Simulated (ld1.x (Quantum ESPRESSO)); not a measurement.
# Reading a pseudo-wave (carbon)

Columns: radius, all-electron u(r) and pseudo u(r) of the 2p shell (level -17.12 eV) of carbon in the configuration [He] 2s2 2p1; LDA (PZ), scalar-relativistic, RRKJ scheme, ld1.x (Quantum ESPRESSO) 7.5.

```
r (bohr)  all-electron  pseudo
   0.123        0.0788  0.0239
   0.245        0.2278  0.0919
   0.368        0.3828  0.1965
   0.490        0.5158  0.3236
   0.613        0.6213  0.4603
   0.735        0.6970  0.5897
   0.858        0.7467  0.7011
   0.980        0.7731  0.7835
   1.103        0.7808  0.8338
   1.225        0.7734  0.8510
   1.348        0.7545  0.8394
   1.470        0.7273  0.8057
   1.593        0.6939  0.7571
   1.715        0.6568  0.7018
   1.838        0.6171  0.6449
   1.960        0.5767  0.5912
   2.083        0.5357  0.5418
   2.205        0.4958  0.4976
   2.328        0.4567  0.4569
   2.450        0.4194  0.4194
   2.573        0.3837  0.3837
   2.695        0.3504  0.3504
   2.818        0.3188  0.3188
   2.940        0.2896  0.2896
   3.063        0.2623  0.2623
   3.185        0.2373  0.2373
```

Question: How many radial nodes do the two functions have?

Answer: The all-electron 2p function has n − l − 1 = 0; the pseudo-wave has 0.

Question: At about which radius was the pseudo-wave matched?

Answer: 2.45 bohr. The columns agree to 0.0005 from 2.33 bohr on; several derivatives are matched, so the curves merge somewhat inside the radius.

Question: Where does each function peak?

Answer: Outermost all-electron maximum near 1.10 bohr, pseudo maximum near 1.23 bohr (to the table’s step).

Question: Is the pseudo-wave norm-conserving?

Answer: Yes: the RRKJ scheme keeps the norm inside the radius equal to the all-electron one, which fixes the energy derivative of the logarithmic derivative at the level.
